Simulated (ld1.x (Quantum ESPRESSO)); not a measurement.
# magnesium (Mg): what ld1.x (Quantum ESPRESSO) 7.5 does with a changed input

Command:

```bash
ld1.x < Mg.in > Mg.out
```

Input:

```
&input
   title='Mg', zed=12., rel=1, dft='PW91', iswitch=3,
   config='[Ne] 3s2 3p0',
   nld=2, rlderiv=3.00, eminld=-2.0, emaxld=5.0, deld=0.02
 /
 &inputp
   pseudotype=2, tm=.true., lloc=1,
   nlcc=.true., new_core_ps=.true., rcore=1.50,
   file_wfcaegen='ae.wfc', file_wfcncgen='nc.wfc', file_beta='beta', file_chi='chi'
 /
2
3S  1  0   2.00   0.00  1.85  1.85  0.0
3P  2  1   0.00   0.00  2.75  2.75  0.0
 &test
   configts(1)='3s2 3p0'
 /
```

This is an input that runs to its end, with one change: file_pseudopw left out.

Question: How does the run end?

Answer: The program runs through. The occupied levels of the test differ from the all-electron ones by at most 0.00000 Ry (unchanged input: 0.00000 Ry). No file is written.

```
       r > 1.51 : true rho core
      Core charge pseudized with two Bessel functions
      Integrated core pseudo-charge :   3.46

      Wfc   3S  rcut= 1.850  Using Troullier-Martins method

     ------------------- End of pseudopotential generation -------------------

     Computing logarithmic derivative in   2.99326
     Computing logarithmic derivative in   2.99326
     Computing the partial wave expansion
     R is outside the sphere for l=    0 j= 0.00
       no projector for channel:   1

     ---------------------- Testing the pseudopotential ----------------------

     Mg
     scalar relativistic calculation

     atomic number is 12.00   valence charge is  2.00
     dft =PW91   lsd =0 sic =0 latt =0  beta=0.20 tr2=1.0E-14
     mesh =1129 r(mesh) = 100.99726 xmin = -7.00 dx = 0.01250

     n l     nl             e AE (Ry)        e PS (Ry)    De AE-PS (Ry)
     1 0     3S   1( 2.00)       -0.34821       -0.34821       -0.00000
     2 1     3P   1( 0.00)       -0.10066       -0.10066       -0.00000

     eps = 6.2E-16  iter =  3

     Etot =    -400.770543 Ry,    -200.385272 Ha,   -5452.761026 eV
     Etotps =    -5.875956 Ry,      -2.937978 Ha,     -79.946449 eV

     Ekin =       0.468761 Ry,       0.234381 Ha,       6.377824 eV
     Encl =      -2.619242 Ry,      -1.309621 Ha,     -35.636603 eV
     Ehrt =       1.149170 Ry,       0.574585 Ha,      15.635249 eV
     Ecxc =      -4.941479 Ry,      -2.470740 Ha,     -67.232253 eV
     (Ecc =      -4.179594 Ry,      -2.089797 Ha,     -56.866280 eV)
     Epseu=       0.066835 Ry,       0.033417 Ha,       0.909335 eV

     ---------------------- End of pseudopotential test ----------------------
```
